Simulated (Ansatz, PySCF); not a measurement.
Species: dihydroxy(dimethyl)silane, C2H8O2Si, charge 0, multiplicity 1. SMILES: O[Si](C)(C)O
Structure (B3LYP-D3(BJ)/def2-TZVP (Ansatz, a first-principles code) minimum search):
```xyz
13

C      1.4833    -1.0775     0.1351
Si    -0.0107     0.0383    -0.0016
C     -1.5197    -0.8994    -0.5443
O     -0.2522     0.8012     1.4518
O      0.2100     1.2233    -1.1264
H      1.3283    -1.8692     0.8731
H      2.3744    -0.5164     0.4270
H      1.6926    -1.5580    -0.8231
H     -1.3840    -1.3129    -1.5459
H     -1.7355    -1.7267     0.1356
H     -2.3903    -0.2416    -0.5653
H      0.0753     0.3754     2.2465
H      0.7448     1.9795    -0.8731
```

PBE beside other levels, property by property. Cores are frozen in the correlated levels unless marked. Open shells are spin-unrestricted. Spin-orbit coupling is left out. Non-relativistic. CBS marks a two-point X^-3 extrapolation of the correlation energy; Hartree-Fock from the larger set. [CCSD(T)-MP2]/basis is that difference in the basis named. Rows marked 298 K are enthalpies with B3LYP-D3(BJ) harmonic zero-point and thermal terms from PySCF. Atomisation energies are electronic, to ground-state atoms; the column to compare with has the core term from cc-pwCVTZ added, other frozen-core levels have none. Vertical energies are electronic, to the SCF solution reached for that spin. The coupled-cluster column (Ansatz) is a level with limits of its own: (a) RI-MP2/CBS(aug-cc-pV(T+d)Z,aug-cc-pV(Q+d)Z)+[CCSD(T)-MP2]/aug-cc-pV(T+d)Z; (b) CCSD(T)/CBS(cc-pV(T+d)Z,cc-pV(Q+d)Z).

```tsv
property	PBE/def2-TZVPD (Ansatz)	r2SCAN-D4/def2-TZVPD (Ansatz + dftd4)	CAM-B3LYP/def2-TZVPD (Ansatz)	wB97X-V/def2-TZVPD (Ansatz)	coupled cluster
atomisation energy (kcal/mol)	1221.5	1217.0	1215.0	1216.7	1224.9 (b)
H-O bond dissociation enthalpy, 298 K, to C[Si](C)([O])O + H atom (kcal/mol)	110.2	111.2	114.6	114.8	119.5 (b)
vertical ionisation energy to the doublet (eV)	9.56	9.76	10.31	10.35	10.62 (a)
C-H bond dissociation enthalpy, 298 K, to [CH2][Si](C)(O)O + H atom (kcal/mol)	97.1	95.7	98.7	99.9	100.6 (b)
C-Si bond dissociation enthalpy, 298 K, to C[Si](O)O + [CH3] (CH3) (kcal/mol)	87.4	86.6	89.4	95.0	95.3 (b)
```

As the rows show:
- atomisation energy: PBE lies 3.4 kcal/mol below coupled cluster.
- H-O bond dissociation enthalpy, 298 K, to C[Si](C)([O])O + H atom: PBE lies 9.3 kcal/mol below coupled cluster.
- vertical ionisation energy to the doublet: PBE lies 1.06 eV below coupled cluster.
- C-H bond dissociation enthalpy, 298 K, to [CH2][Si](C)(O)O + H atom: PBE lies 3.5 kcal/mol below coupled cluster.
- C-Si bond dissociation enthalpy, 298 K, to C[Si](O)O + [CH3] (CH3): PBE lies 7.9 kcal/mol below coupled cluster.
